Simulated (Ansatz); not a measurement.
Geometry optimisation, Ansatz 0.2.0, RKS LDA/def2-SVP.

Input:

```yaml
crystal:
  periodic: [false, false, false]
  atoms:
    - { symbol: Si, position_ang: [-0.437733, -0.169241, -0.391333] }
    - { symbol: Cl, position_ang: [0.002074, 1.156844, 2.626917] }
    - { symbol: H, position_ang: [0.582864, -1.022161, 0.311606] }
    - { symbol: H, position_ang: [0.100636, 1.216493, -0.611595] }
    - { symbol: F, position_ang: [-0.705124, -0.835451, -1.857448] }
    - { symbol: Si, position_ang: [-2.408361, -0.148947, 0.708027] }
    - { symbol: H, position_ang: [-3.430493, -0.99102, -0.012942] }
    - { symbol: H, position_ang: [-2.246332, -0.754111, 2.093014] }
    - { symbol: H, position_ang: [-2.967891, 1.232281, 0.904654] }
    - { symbol: H, position_ang: [-0.91724, 0.209313, 2.8801] }
basis:
  gaussian: { orbitals: def2-SVP }
hamiltonian:
  xc: lda
relax:
  f_tol: 0.03
  max_steps: 50
```

Run as:

```bash
$ ansatz run input.yaml --threads 2 --pin off --max-ram 3072MiB --backend cpu --events-out ev --progress --plain --runs-dir out
```

Q: Where does it end, and by what steps?

A: The run converged. After 6 steps the energy has fallen by 0.072 eV; Cl2 moved furthest, 0.17 Å.

| step | energy less start (eV) | largest force component (eV/Å) | accepted |
| --- | --- | --- | --- |
| 0 | 0.0000 | 0.919 | yes |
| 1 | -0.0575 | 0.240 | yes |
| 2 | -0.0524 | 0.495 | no |
| 3 | -0.0669 | 0.161 | yes |
| 4 | -0.0705 | 0.041 | yes |
| 5 | -0.0716 | 0.032 | yes |
| 6 | -0.0720 | 0.014 | yes |

```xyz
10
Properties=species:S:1:pos:R:3
Si -0.394 -0.151 -0.365
Cl 0.070 1.061 2.505
H 0.587 -1.059 0.324
H 0.152 1.238 -0.518
F -0.650 -0.751 -1.860
Si -2.463 -0.158 0.736
H -3.464 -1.061 0.062
H -2.279 -0.696 2.148
H -3.049 1.223 0.876
H -0.938 0.248 2.742
```

Whether the end is a true minimum wasn't checked by a vibrational analysis.

The run took 8.7 s on 2 threads of Arm Neoverse V1, with other jobs on the host, peak memory 0.13 GiB.
